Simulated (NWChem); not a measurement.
System: CCl$_{3}$F; SMILES C(Cl)(Cl)(Cl)F

Excerpt of the output:

```
             Northwest Computational Chemistry Package (NWChem) 7.3.0
             --------------------------------------------------------

 C3  symmetry detected

                             Geometry "geometry" -> ""
                             -------------------------

 Output coordinates in angstroms (scale by  1.889725989 to convert to a.u.)

  No.       Tag          Charge          X              Y              Z
 ---- ---------------- ---------- -------------- -------------- --------------
    1 F                    9.0000     0.00000000     0.00000000     1.58124136
    2 C                    6.0000     0.00000000     0.00000000     0.25491536
    3 Cl                  17.0000     1.12426076    -1.24103864    -0.30903264
    4 Cl                  17.0000    -1.63690136    -0.35311906    -0.30903264
    5 Cl                  17.0000     0.51264061     1.59415769    -0.30903264

 Effective nuclear repulsion energy (a.u.)     367.5523268694

      Symmetry information
      --------------------

 Group name             C3
 Group number              5
 Group order               3
 No. of unique centers     3

                                Z-matrix (autoz)
                                --------

 Units are Angstrom for bonds and degrees for angles

      Type          Name      I     J     K     L     M      Value
      ----------- --------  ----- ----- ----- ----- ----- ----------
    1 Stretch                  1     2                       1.32633
    2 Stretch                  2     3                       1.76697
    3 Stretch                  2     4                       1.76697
    4 Stretch                  2     5                       1.76697
    5 Bend                     1     2     3               108.61222
    6 Bend                     1     2     4               108.61222
    7 Bend                     1     2     5               108.61222
    8 Bend                     3     2     4               110.31640
    9 Bend                     3     2     5               110.31640
   10 Bend                     4     2     5               110.31640

  pbe96 is a nonlocal functional; adding pw91lda local functional.

                           NWChem Geometry Optimization
                           ----------------------------

 maximum gradient threshold         (gmax) =   0.000450
 rms gradient threshold             (grms) =   0.000300
 maximum cartesian step threshold   (xmax) =   0.001800
 rms cartesian step threshold       (xrms) =   0.001200
 fixed trust radius                (trust) =   0.300000
 source of zmatrix                         =   autoz

          -------------------
          Energy Minimization
          -------------------

 Using diagonal initial Hessian
 Scaling for Hessian diagonals: bonds = 1.00  angles = 0.25  torsions = 0.10

          --------
          Step   0

                                 NWChem DFT Module
                                 -----------------

 Summary of "ao basis" -> "ao basis" (spherical)
 ------------------------------------------------------------------------------
       Tag                 Description            Shells   Functions and Types
 ---------------- ------------------------------  ------  ---------------------
 F                          def2-svp                 6       14   3s2p1d
 C                          def2-svp                 6       14   3s2p1d
 Cl                         def2-svp                 8       18   4s3p1d

      Symmetry analysis of basis
      --------------------------

        a          30
        e+         26
        e-         26

  Rotation of axis

            General Information
            -------------------
          SCF calculation type: DFT
          Wavefunction type:  closed shell.
          No. of atoms     :     5
          No. of electrons :    66
           Alpha electrons :    33
            Beta electrons :    33
          Charge           :     0
          Spin multiplicity:     1
          Use of symmetry is: on ; symmetry adaption is: on
          Maximum number of iterations: 150
          AO basis - number of functions:    82
                     number of shells:    36
          Convergence on energy requested:  1.00D-06
          Convergence on density requested:  1.00D-05
          Convergence on gradient requested:  5.00D-04

              XC Information
              --------------
          PerdewBurkeErnzerhof Exchange Functional  1.000
            Perdew 1991 LDA Correlation Functional  1.000 local
           PerdewBurkeErnz. Correlation Functional  1.000 non-local

[...]

      ----------------------
      Optimization converged
      ----------------------

  Step       Energy      Delta E   Gmax     Grms     Xrms     Xmax
  ---- ---------------- -------- -------- -------- -------- --------
@    4   -1517.28847460 -7.2D-08  0.00004  0.00001  0.00019  0.00039
                                     ok       ok       ok       ok

                                Z-matrix (autoz)
                                --------

 Units are Angstrom for bonds and degrees for angles

      Type          Name      I     J     K     L     M      Value     Gradient
      ----------- --------  ----- ----- ----- ----- ----- ---------- ----------
    1 Stretch                  1     2                       1.34017   -0.00004
    2 Stretch                  2     3                       1.78743    0.00001
    3 Stretch                  2     4                       1.78743    0.00001
    4 Stretch                  2     5                       1.78743    0.00001
    5 Bend                     1     2     3               108.70068    0.00001
    6 Bend                     1     2     4               108.70068    0.00001
    7 Bend                     1     2     5               108.70068    0.00001
    8 Bend                     3     2     4               110.23065   -0.00001
    9 Bend                     3     2     5               110.23065   -0.00001
   10 Bend                     4     2     5               110.23065   -0.00001

                         Geometry "geometry" -> "geometry"
                         ---------------------------------

 Output coordinates in angstroms (scale by  1.889725989 to convert to a.u.)

  No.       Tag          Charge          X              Y              Z
 ---- ---------------- ---------- -------------- -------------- --------------
    1 F                    9.0000     0.00000000    -0.00000000     1.59780683
    2 C                    6.0000     0.00000000     0.00000000     0.25763320
    3 Cl                  17.0000     1.13668790    -1.25475659    -0.31546041
    4 Cl                  17.0000    -1.65499503    -0.35702230    -0.31546041
    5 Cl                  17.0000     0.51830714     1.61177889    -0.31546041

 Effective nuclear repulsion energy (a.u.)     363.4411411454

      Symmetry information
      --------------------

 Group name             C3
 Group number              5
 Group order               3
 No. of unique centers     3

                Final and change from initial internal coordinates
                --------------------------------------------------

                                Z-matrix (autoz)
                                --------

 Units are Angstrom for bonds and degrees for angles

[...]

 Rotational Constants
 --------------------
 A=   0.080239 cm-1  (  0.115444 K)
 B=   0.080239 cm-1  (  0.115444 K)
 C=   0.056060 cm-1  (  0.080655 K)

 Temperature                      =   298.15K
 frequency scaling parameter      =   1.0000

 Zero-Point correction to Energy  =    6.845 kcal/mol  (  0.010908 au)
 Thermal correction to Energy     =   10.147 kcal/mol  (  0.016170 au)
 Thermal correction to Enthalpy   =   10.739 kcal/mol  (  0.017114 au)

 Total Entropy                    =   74.341 cal/mol-K
   - Translational                =   40.614 cal/mol-K (mol. weight = 135.9050)
   - Rotational                   =   25.699 cal/mol-K (symmetry #  =        3)
   - Vibrational                  =    8.027 cal/mol-K

 Cv (constant volume heat capacity) =   16.937 cal/mol-K
   - Translational                  =    2.979 cal/mol-K
   - Rotational                     =    2.979 cal/mol-K
   - Vibrational                    =   10.978 cal/mol-K

[normal modes left out]

 ----------------------------------------------------------------------------
 Normal Eigenvalue ||           Projected Infra Red Intensities
  Mode   [cm**-1]  || [atomic units] [(debye/angs)**2] [(KM/mol)] [arbitrary]
 ------ ---------- || -------------- ----------------- ---------- -----------
    1       -0.000 ||    0.000000           0.000         0.000       0.000
    2       -0.000 ||    0.000006           0.000         0.006       0.001
    3       -0.000 ||    0.000000           0.000         0.000       0.000
    4       -0.000 ||    0.000000           0.000         0.000       0.000
    5        0.000 ||    0.000006           0.000         0.006       0.001
    6        0.000 ||    0.000006           0.000         0.006       0.001
    7      234.251 ||    0.000000           0.000         0.000       0.000
    8      234.255 ||    0.000000           0.000         0.000       0.000
    9      341.015 ||    0.000004           0.000         0.004       0.001
   10      386.094 ||    0.000838           0.019         0.817       0.153
   11      386.097 ||    0.000838           0.019         0.817       0.153
   12      520.085 ||    0.004289           0.099         4.181       0.781
   13      790.234 ||    0.297052           6.853       289.581      54.127
   14      790.237 ||    0.297054           6.853       289.583      54.127
   15     1108.059 ||    0.223123           5.148       217.511      40.656
 ----------------------------------------------------------------------------
```

Level: PBE/def2-SVP. 

Q: Which NWChem input produces such a log?

A: Several could match; the one computed here: the input that was run:
```
start job
memory heap 200 mb stack 900 mb global 1100 mb
geometry units angstroms
  F      0.000000     0.000000     1.581889
  C      0.000000     0.000000     0.255563
  Cl     1.316118    -1.035361    -0.308385
  Cl    -1.554708    -0.622112    -0.308385
  Cl     0.238589     1.657472    -0.308385
end
basis spherical
  * library def2-svp
end
dft
  xc xpbe96 cpbe96
  iterations 150
end
driver
  maxiter 120
end
task dft optimize
task dft freq
```
